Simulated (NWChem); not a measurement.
Species: C2H5BO2; SMILES O(C(=O)C)B

```xyz
10

B     -0.0743    -1.9869    -0.1365
H      0.9793    -2.1002    -0.7100
H     -0.7862    -2.9154     0.1559
O     -0.5582    -0.7520     0.1860
C      0.1717     0.4063     0.0389
C     -0.7313     1.5911    -0.0936
O      1.3638     0.4197     0.0560
H     -0.1368     2.5053    -0.1960
H     -1.3822     1.6563     0.7909
H     -1.3895     1.4626    -0.9658
```
Atoms are numbered in this order, from 1.

Program: NWChem. Medium grid unless said otherwise, to which SCAN and Minnesota functionals are sensitive. Structure relaxed at the PBE0/def2-SVP level.

Question: Order these by “highest occupied level (eV)”, lowest first: r2SCAN/def2-TZVP; PBE/def2-TZVP; B3LYP/def2-TZVP; PW6B95/def2-TZVP.

Answer: PW6B95/def2-TZVP (-8.57), B3LYP/def2-TZVP (-8.15), r2SCAN/def2-TZVP (-7.06), PBE/def2-TZVP (-6.75)
